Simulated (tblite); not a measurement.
Compound: C5H5ClN2S.
Numbering: `[Cl:1][c:2]1[s:3][n:4][n:5][c:6]1[CH:7]1[CH2:8][CH2:9]1` (hydrogens: H10 on C7; H11, H12 on C8; H13, H14 on C9)

Computed with GFN2-xTB (tblite), gas phase: L-BFGS steps from a force-field or distance-geometry start until the largest atomic force falls under 0.01 eV/Å.

Step 59: E = -730.6138 eV
```
atom  x, y, z in Å  |  force x, y, z in eV/Å
Cl1     2.0887    2.3057   -0.8093    0.003   0.116   0.012
C2      1.9680    0.7729   -0.0925   -0.045  -0.139  -0.001
S3      3.3252   -0.1761    0.3824    0.013  -0.038  -0.057
N4      2.3251   -1.4083    0.8424   -0.091   0.010   0.117
N5      1.1025   -1.1575    0.6923    0.074   0.038  -0.113
C6      0.8143    0.0454    0.1652    0.048   0.020   0.107
C7     -0.5552    0.4983   -0.0887    0.001  -0.014  -0.090
C8     -1.4879   -0.4091   -0.8551    0.000  -0.008  -0.122
C9     -1.7089   -0.1776    0.6008    0.012   0.017  -0.065
H10    -0.6143    1.5590   -0.2955   -0.060   0.017   0.026
H11    -2.1409    0.0570   -1.5779   -0.080   0.035   0.081
H12    -1.1079   -1.3625   -1.1923    0.030   0.003   0.164
H13    -2.5464    0.4232    0.9219    0.034   0.074  -0.078
H14    -1.4632   -0.9709    1.2840    0.060  -0.132   0.019
```

Step 60: E = -730.6182 eV
```
atom  x, y, z in Å  |  force x, y, z in eV/Å
Cl1     2.0928    2.3307   -0.7713   -0.008  -0.017   0.057
C2      1.9693    0.7778   -0.0857   -0.049  -0.084  -0.025
S3      3.3245   -0.1773    0.3830    0.003  -0.053  -0.024
N4      2.3215   -1.4166    0.8295   -0.038   0.064   0.057
N5      1.1013   -1.1641    0.6712    0.050   0.041  -0.096
C6      0.8153    0.0443    0.1559    0.059   0.046   0.097
C7     -0.5537    0.4957   -0.0995   -0.020  -0.063  -0.086
C8     -1.4906   -0.4197   -0.8524   -0.003   0.021  -0.073
C9     -1.7065   -0.1700    0.6023    0.016  -0.006  -0.050
H10    -0.6138    1.5532   -0.3144   -0.055   0.059   0.009
H11    -2.1474    0.0387   -1.5768   -0.067   0.029   0.075
H12    -1.1124   -1.3780   -1.1766    0.027   0.006   0.153
H13    -2.5387    0.4422    0.9176    0.040   0.038  -0.078
H14    -1.4622   -0.9575    1.2952    0.044  -0.079  -0.017
```

Step 61: E = -730.6244 eV
```
atom  x, y, z in Å  |  force x, y, z in eV/Å
Cl1     2.0928    2.3578   -0.7187    0.008  -0.130   0.068
C2      1.9702    0.7797   -0.0807    0.051   0.048  -0.052
S3      3.3216   -0.1879    0.3750    0.026  -0.051   0.058
N4      2.3107   -1.4275    0.8214    0.045   0.154  -0.098
N5      1.0964   -1.1672    0.6489   -0.062   0.013  -0.001
C6      0.8162    0.0489    0.1475   -0.020  -0.046   0.052
C7     -0.5522    0.4959   -0.1146   -0.007   0.001  -0.094
C8     -1.4907   -0.4306   -0.8510   -0.007   0.031   0.017
C9     -1.6985   -0.1618    0.6006    0.009  -0.078   0.039
H10    -0.6212    1.5520   -0.3359   -0.018   0.042  -0.005
H11    -2.1629    0.0142   -1.5680   -0.036   0.020   0.008
H12    -1.1103   -1.3938   -1.1510    0.030  -0.027   0.070
H13    -2.5251    0.4632    0.9014   -0.001  -0.003  -0.004
H14    -1.4479   -0.9434    1.3029   -0.018   0.024  -0.058
```

Step 62: E = -730.6260 eV
```
atom  x, y, z in Å  |  force x, y, z in eV/Å
Cl1     2.0917    2.3705   -0.6870    0.005  -0.132   0.054
C2      1.9720    0.7823   -0.0744    0.001   0.032  -0.047
S3      3.3248   -0.1843    0.3783   -0.012  -0.041   0.067
N4      2.3149   -1.4282    0.8109    0.043   0.091  -0.089
N5      1.0995   -1.1736    0.6334   -0.021   0.005   0.000
C6      0.8178    0.0437    0.1394    0.013   0.041   0.027
C7     -0.5499    0.4916   -0.1259   -0.029  -0.059  -0.041
C8     -1.4957   -0.4376   -0.8493    0.003   0.015   0.031
C9     -1.6973   -0.1553    0.6010    0.001  -0.001  -0.028
H10    -0.6190    1.5463   -0.3487   -0.010   0.071  -0.030
H11    -2.1718    0.0024   -1.5659   -0.016   0.011  -0.002
H12    -1.1192   -1.4070   -1.1377    0.009   0.015   0.061
H13    -2.5172    0.4818    0.8979    0.011  -0.037  -0.003
H14    -1.4514   -0.9331    1.3057    0.001  -0.011  -0.001
```

**Question.** Estimate the geometry and energy of step 63. (The exact step hangs on the optimiser's Hessian estimate; all steps are aligned on step 62, rigid shifts and turns removed.)

**Answer.** E = -730.6273 eV, largest force 0.066 eV/Å
```
atom  x, y, z in Å  |  force x, y, z in eV/Å
Cl1     2.0869    2.3773   -0.6580    0.023  -0.055   0.015
C2      1.9730    0.7841   -0.0678   -0.032  -0.025  -0.016
S3      3.3264   -0.1845    0.3806   -0.027  -0.005   0.058
N4      2.3175   -1.4302    0.7995    0.009   0.021  -0.062
N5      1.1008   -1.1792    0.6219    0.005   0.058  -0.023
C6      0.8185    0.0425    0.1363    0.026   0.018  -0.002
C7     -0.5486    0.4904   -0.1364   -0.023   0.001  -0.012
C8     -1.4989   -0.4435   -0.8480   -0.001   0.021   0.023
C9     -1.6947   -0.1491    0.6004    0.019  -0.010  -0.027
H10    -0.6168    1.5469   -0.3639   -0.002  -0.022  -0.022
H11    -2.1809   -0.0092   -1.5633    0.015   0.000   0.004
H12    -1.1254   -1.4167   -1.1272    0.011   0.022   0.047
H13    -2.5113    0.4924    0.8929   -0.019  -0.022   0.018
H14    -1.4474   -0.9217    1.3106   -0.003  -0.002  -0.002
```

The energy changes by -0.0013 eV. The first-order estimate −F·Δx gives -0.0022 eV and the mean of the old and new forces, exact on a quadratic surface, -0.0013 eV. The step makes an angle of 81° with the force vector and moves no atom by more than 0.030 Å.
